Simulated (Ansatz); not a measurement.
Correlation energies of `CC[Si](CC)(CC)CC` by basis set

```xyz
29

C    -2.171    1.029   -1.581
C    -0.669    1.144   -1.340
Si    0.000    0.001    0.001
C    -0.836    0.380    1.648
C    -0.636    1.808    2.147
C     1.859    0.275    0.143
C     2.548   -0.588    1.195
C    -0.355   -1.794   -0.446
C     0.259   -2.253   -1.765
H    -2.451    0.017   -1.887
H    -2.514    1.711   -2.363
H    -2.741    1.261   -0.676
H    -0.408    2.175   -1.071
H    -0.122    0.939   -2.267
H    -1.905    0.162    1.546
H    -0.464   -0.335    2.391
H     0.424    2.038    2.289
H    -1.031    2.539    1.437
H    -1.136    1.981    3.104
H     2.033    1.337    0.353
H     2.306    0.098   -0.842
H     2.418   -1.654    0.987
H     3.624   -0.396    1.241
H     2.143   -0.403    2.194
H    -1.443   -1.933   -0.469
H     0.000   -2.428    0.375
H     1.348   -2.156   -1.755
H     0.029   -3.299   -1.982
H    -0.109   -1.658   -2.606
```

Charge 0, multiplicity 1. Geometry: relaxed with PBE0-D4/def2-TZVP. It is one conformer, not always the lowest. Frozen core, restricted reference, Ansatz 0.2.0. CBS rows extrapolate triple and quadruple zeta; past MP2 they add the triple-zeta difference.

```csv
basis,HF (Eh),MP2 corr.,CCSD corr.,(T),CCSD(T) total
def2-SVP,-603.23688,-1.26653,-1.39226,-0.04196,-604.67110
def2-TZVPP,-603.68101,-1.55026,-1.65629,-0.06568,-605.40298
def2-QZVPP,-603.70484,-1.64695,–,–,–
CBS(def2),-603.70812,-1.71858,-1.82460,as TZ,-605.59840
```
